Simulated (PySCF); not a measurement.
SMILES [SiH](C)(C)[O], doublet, CAM-B3LYP/def2-SVP optimised geometry. Atoms within 1.6 Å of the plane z = 1.0 Å (x, y, z in Å): C1 (-0.50, 0.99, 0.00), Si2 (-0.10, -0.85, 0.00), C3 (-0.76, -1.72, 1.51), O4 (1.59, -0.85, 0.00), H5 (-1.59, 1.12, -0.04), H6 (-0.12, 1.47, 0.91), H9 (-0.41, -1.24, 2.43), H10 (-0.44, -2.78, 1.53), H11 (-1.86, -1.71, 1.51).

Method: PySCF with unrestricted CAM-B3LYP/def2-TZVP.

Map of the Laplacian of the electron density (e/bohr⁵), clipped to [-1.50, 1.50] on the plane z = 1.0 Å:

```
|88888888888888888888888888888|
|88888888888888888888888888888|
|88888888888888888888888888888|
|88888888888888888888888888888|
|88888888888999999888888888888|
|88888888899999999988888888888|
|88888889999999999998888888888|
|88888899999999999998888888888|
|88888899999998799999888888888|
|88888999999990099999888888888|
|88888999999998899999888888888|
|88888999999999999999988888888|
|88888999999999999999999888888|
|88888899999999999999999988888|
|88888899999999999999999998888|
|88888999999999999999999999888|
|88888999999999999999999999888|
|88889999999988999999999999888|
|88899999999878899999999999888|
|88899999999657999999999998888|
|88899999999758999999999998888|
|88899999999989999999999988888|
|88899999999999999999999888888|
|88889999999999999999888888888|
|88888999999999999998888888888|
|88888899999999999988888888888|
|88888889999999999988888888888|
|88888888899999999888888888888|
|88888888889999988888888888888|
```
Scale: ten equal steps from -1.50 (start of '0') to 0.169 (end of '9'), in the order '0123456789'; x runs from -4.00 to 4.00, y from -4.00 (bottom) to 4.00 (top).
